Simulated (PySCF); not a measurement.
# From computed data to an observable: refractive index and permittivity of the vapour

C3H8OSi2, SMILES O[Si@@H]1CC=C[SiH2]1.

Geometry: B3LYP-D3(BJ)/def2-SVP. The structure was generated by enumeration; whether it is a known compound was not checked. One conformer was computed; it need not be the lowest.

PBE/def2-TZVP run with PySCF gives a mean static polarisability of 92.7 bohr³ and a dipole moment of 1.49 D. Take an ideal gas at 298.15 K and 0.1 bar, whether or not the substance is that volatile.

Question: Work out n − 1 in the optical limit and the static ε − 1.

Answer: 
Polarisability volume α' = 92.7 × 0.148185 = 13.74 Å³. Number density N = p/kT = 2.43e-6 Å⁻³.
Dilute limit of Lorentz–Lorenz: n − 1 = 2π N α' = 0.00021.
Orientation term of Debye: μ²/(3kT) = 8.098 Å³ × μ²(D²) = 17.98 Å³.
ε − 1 = 4π N (α' + μ²/3kT) = 0.00097. Orientation of the dipole supplies 57 % of the static response; it can't follow optical fields. Vibrational polarisation and dispersion are left out.
